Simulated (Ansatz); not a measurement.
CH7NO2Si, SMILES `CN[SiH](O)O`, relaxed with RKS PBE0-D4/def2-TZVP in Ansatz from a PBE-D4/def2-SVP geometry. The force threshold is 0.005 eV/Å; the program also tests the step.

The species carries charge 0 and has multiplicity 1.

Start:

```xyz
12

C     0.990   -0.072    1.342
N    -0.366    0.178    0.879
Si   -0.893    0.018   -0.762
O     0.082    0.975   -1.746
O    -0.753   -1.500   -1.458
H     1.168   -1.117    1.688
H     1.701    0.124    0.513
H     1.272    0.610    2.174
H    -1.082    0.102    1.605
H    -2.346    0.381   -0.730
H     0.284    1.847   -1.365
H    -0.059   -1.545   -2.139
```

Question: By how much does the energy fall, and how many steps does the optimiser take? (An estimate is asked.)

Answer: The calculation gave: 2.35 kcal/mol, in 13 steps, 2 of them rejected.

Question: Which bonds change most? (Estimate.)

Answer: Ansatz gave: Si3–O4 from 1.684 to 1.648 Å; Si3–O5 from 1.676 to 1.639 Å; N2–Si3 from 1.730 to 1.696 Å; C1–H6 from 1.115 to 1.096 Å.

Question: Give the relaxed structure. (Estimate.)

Answer: Computed: 
```xyz
12

C     0.993   -0.127    1.389
N    -0.329    0.169    0.876
Si   -0.808    0.026   -0.745
O     0.038    1.020   -1.751
O    -0.504   -1.466   -1.353
H     1.064   -1.129    1.826
H     1.720   -0.074    0.576
H     1.299    0.601    2.146
H    -1.052    0.191    1.576
H    -2.258    0.338   -0.753
H     0.055    1.949   -1.519
H    -0.217   -1.497   -2.267
```
